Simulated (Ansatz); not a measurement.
Geometry optimisation, DFT PBE, scalar-relativistic, plane waves, PAW (Ansatz).

Input:

```yaml
accuracy: low
crystal:
  lattice:
    - [7.398, 0.0, 0.0]
    - [-3.699, 6.406856, 0.0]
    - [0.0, 0.0, 12.0]
  atoms:
    - { symbol: C, position: [0.0, 0.0, 0.0833333] }
    - { symbol: C, position: [0.2222222, 0.1111111, 0.0833333] }
    - { symbol: C, position: [0.0, 0.3333333, 0.0833333] }
    - { symbol: C, position: [0.2222222, 0.4444444, 0.0833333] }
    - { symbol: C, position: [0.0, 0.6666667, 0.0833333] }
    - { symbol: C, position: [0.2222222, 0.7777778, 0.0833333] }
    - { symbol: C, position: [0.3333333, 0.0, 0.0833333] }
    - { symbol: C, position: [0.5555556, 0.1111111, 0.0833333] }
    - { symbol: C, position: [0.3333333, 0.3333333, 0.0833333] }
    - { symbol: C, position: [0.5555556, 0.4444444, 0.0833333] }
    - { symbol: C, position: [0.3333333, 0.6666667, 0.0833333] }
    - { symbol: C, position: [0.5555556, 0.7777778, 0.0833333] }
    - { symbol: C, position: [0.6666667, 0.0, 0.0833333] }
    - { symbol: C, position: [0.8888889, 0.1111111, 0.0833333] }
    - { symbol: C, position: [0.6666667, 0.3333333, 0.0833333] }
    - { symbol: C, position: [0.8888889, 0.4444444, 0.0833333] }
    - { symbol: C, position: [0.6666667, 0.6666667, 0.0833333] }
    - { symbol: C, position: [0.8888889, 0.7777778, 0.0833333] }
    - { symbol: C, position: [0.7151686, 0.7623768, 0.2025] }
    - { symbol: O, position: [0.7151686, 0.7623768, 0.2991667] }
basis:
  ecutwfc: 420.0
kpoints:
  mp_grid: { grid: [2, 2, 1] }
hamiltonian:
  xc: pbe
scf:
  occupations: { method: fermi_dirac, width: 0.02 }
  lower_state_search: "off"
relax:
  f_tol: 0.08
  max_steps: 25
  adjacent_minimum: "off"
```

Run as:

```bash
$ ansatz run input.yaml --threads 1 --pin off --max-ram 3072MiB --backend cpu --events-out ev --progress --plain --runs-dir out
```

Problem. Where does it end, and by what steps?

Solution. The run converged. The threshold is loose, so the end isn't yet a minimum. The force dipped under the threshold on the way, but the program's further checks kept it going. Limits of this set-up: coarse k mesh, slab without dipole correction, no dispersion correction for a molecule that may bind weakly, low accuracy level. After 14 steps the energy has fallen by 4.242 eV; C19 moved furthest, 1.99 Å. Parted: C17–C19.

```json
{"step": "0", "energy less start (eV)": "0.0000", "largest force component (eV/Å)": "2.786", "accepted": "yes"}
{"step": "1", "energy less start (eV)": "-0.5766", "largest force component (eV/Å)": "3.362", "accepted": "yes"}
{"step": "2", "energy less start (eV)": "-1.2471", "largest force component (eV/Å)": "5.484", "accepted": "yes"}
{"step": "3", "energy less start (eV)": "-1.9838", "largest force component (eV/Å)": "6.026", "accepted": "yes"}
{"step": "4", "energy less start (eV)": "-2.7315", "largest force component (eV/Å)": "5.961", "accepted": "yes"}
{"step": "5", "energy less start (eV)": "-3.5132", "largest force component (eV/Å)": "3.680", "accepted": "yes"}
{"step": "6", "energy less start (eV)": "-3.9455", "largest force component (eV/Å)": "1.099", "accepted": "yes"}
{"step": "7", "energy less start (eV)": "-4.0978", "largest force component (eV/Å)": "0.736", "accepted": "yes"}
{"step": "8", "energy less start (eV)": "-4.1744", "largest force component (eV/Å)": "0.854", "accepted": "yes"}
{"step": "9", "energy less start (eV)": "-4.2161", "largest force component (eV/Å)": "0.352", "accepted": "yes"}
{"step": "10", "energy less start (eV)": "-4.2272", "largest force component (eV/Å)": "0.272", "accepted": "yes"}
{"step": "11", "energy less start (eV)": "-4.2331", "largest force component (eV/Å)": "0.326", "accepted": "yes"}
{"step": "12", "energy less start (eV)": "-4.2407", "largest force component (eV/Å)": "0.186", "accepted": "yes"}
{"step": "13", "energy less start (eV)": "-4.2421", "largest force component (eV/Å)": "0.070", "accepted": "yes"}
{"step": "14", "energy less start (eV)": "-4.2421", "largest force component (eV/Å)": "0.070", "accepted": "yes"}
```

```xyz
20
Lattice="7.3980 0.0000 0.0000 -3.6990 6.4069 0.0000 0.0000 0.0000 12.0000" Properties=species:S:1:pos:R:3
C 0.006 0.015 0.810
C 1.225 0.719 0.809
C -1.234 2.139 0.808
C 0.006 2.855 0.808
C -2.474 4.287 0.810
C -1.234 5.003 0.809
C 2.465 0.003 0.809
C 3.706 0.719 0.809
C 1.226 2.151 0.809
C 2.465 2.867 0.809
C 0.007 4.287 0.810
C 1.226 4.991 0.810
C 4.925 0.016 0.810
C 6.164 0.732 0.810
C 3.705 2.151 0.809
C 4.925 2.855 0.808
C 2.465 4.275 0.810
C 3.705 4.991 0.810
C 2.470 5.238 4.390
O 2.482 4.323 5.061
```

Time of the run: 100 s on 1 thread of Arm Neoverse V1, on a shared host, peak memory 0.64 GiB.
